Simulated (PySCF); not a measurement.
Compound: BiH2(CF3), CH₂BiF₃.
Bonds: Bi1–C4, C4–F5, C4–F6, C4–F7. Hydrogens: H2, H3 on Bi1.

Theory: PySCF, PBE0-D3(BJ)/def2-SVP geometry optimisation, gas phase, def2 core potentials past Kr.

Q: What internal coordinates does the optimisation give?

A: 
```tsv
bond	length (Å)
Bi1–H2, Bi1–H3	1.794
Bi1–C4	2.323
C4–F5, C4–F6, C4–F7	1.336
```

Bonds in one row agree within 0.01 Å and their mean is given. A selection of angles:
```tsv
angle	degrees
H2–Bi1–H3	90.4
H2–Bi1–C4	90.1
Bi1–C4–F5	114.6
Bi1–C4–F6	109.9
F5–C4–F6	107.5
```

Bi1 (bismuth bonded to C and 2 H) is pyramidal (angles 90.5°, 90.4° and 90.1°, sum 271.0°, 1.11 Å off the plane of its three neighbours).

Point group: near Cs, missed by 0.10 Å at most; the miss may be what the optimiser left on a soft mode. No PBE0-D3(BJ)/def2-SVP frequencies stand behind this structure, so it isn't proved a minimum.
